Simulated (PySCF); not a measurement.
## Dipole moment and polarisability of `C=C[C@H]1CC12CC2`

Species: C7H10.
Structure used (GFN2-xTB), in Å, numbered top down from 1:
```
atom  x, y, z in Å
C1     2.8186    0.1180    0.5210
C2     1.6315   -0.3978    0.2485
C3     0.5549    0.3264   -0.4410
C4    -0.3781   -0.4323   -1.3796
C5    -0.8646    0.0592   -0.0782
C6    -1.6017   -0.4826    1.0826
C7    -2.0093    0.8306    0.4494
H8     3.0750    1.1267    0.2412
H9     3.5807   -0.4435    1.0331
H10    1.3939   -1.4120    0.5432
H11    0.8100    1.3415   -0.7259
H12   -0.6991    0.0655   -2.2831
H13   -0.2116   -1.4934   -1.5013
H14   -2.2410   -1.3414    0.9326
H15   -1.1318   -0.4544    2.0553
H16   -1.8099    1.7411    0.9962
H17   -2.9246    0.8605   -0.1243
```

Level: wB97X-D/def2-SVPD (PySCF), static field, nuclei fixed, core orbitals frozen in the response. The polarisability tensor in these axes (au):

```
x   102.16   2.21   2.14
y     2.21  69.80   0.40
z     2.14   0.40  72.72
```

Q: Diagonalise the tensor; give its mean and Δα, where Δα² is half the sum of the squared differences of the eigenvalues.

A: Principal values 69.63, 72.59 and 102.47 au; mean 81.56 au = 12.09 Å³ = 13.45 × 10⁻⁴⁰ C²·m²/J; Δα = 31.46 au (39 % of the mean).

Q: What is the dipole moment, and where does it point?

A: (-0.55, 0.01, -0.14) D, 0.57 D in size, pointing from the negative to the positive side. Measured along this direction, the outermost atoms are H9 at the negative end and H17 at the positive end.

Q: Rayleigh depolarisation ratio (linearly polarised light, static tensor)?

A: ρ = 3Δα²/(45ᾱ² + 4Δα²) = 2969.5/(299343 + 3959.4) = 0.00979.

Q: Sum over states: ᾱ = Σ f/ω², ω in Eh. What share falls to these 8 lowest TDDFT singlets (eV, f)? 6.91, 0.5869; 7.24, 0.0446; 7.44, 0.0037; 7.89, 0.0038; 7.99, 0.0031; 8.10, 0.0015; 8.28, 0.0052; 8.48, 0.0088.

A: They add up to 10.03 au, 12.3 % of the 81.56 au; the largest single term is 9.10 au, from the state at 6.91 eV. Terms in order: 9.10, 0.63, 0.05, 0.04, 0.04, 0.02, 0.06, 0.09 au. Higher excitations give the rest. The strengths listed sum to 0.658.

Q: Along which axes do the principal values lie, and how far do the nuclei extend along each?

A: Largest value along (1.00, 0.07, 0.07), where the nuclei span 6.47 Å; middle along (-0.08, 0.08, 0.99), 4.30 Å; least along (-0.06, 0.99, -0.09), 3.30 Å. The response follows the extents in order.

Q: Refractivity n − 1 of an ideal gas of it at 350 K and 1 atm, from the electronic α?

A: N = p/kT = 2.0968 × 10¹⁹ cm⁻³, so n − 1 = 2π × N × 12.09 × 10⁻²⁴ cm³ = 1592 × 10⁻⁶ at long wavelengths.

Q: Orientational against electronic polarisability at 500 K (dilute gas, rigid molecules)?

A: In Gaussian units μ²/3kT = 1.59 Å³ against 12.09 Å³, a ratio of 0.13; the Debye molar polarisation (4π/3)N_A(α + μ²/3kT) is 34.5 cm³/mol, leaving out the vibrational part.

The structure is a single GFN2-xTB conformer in the gas phase; no vibrational or solvent corrections.

wB97X-D is run here without its empirical dispersion term; that term would change no orbital, density or response property at a fixed geometry.
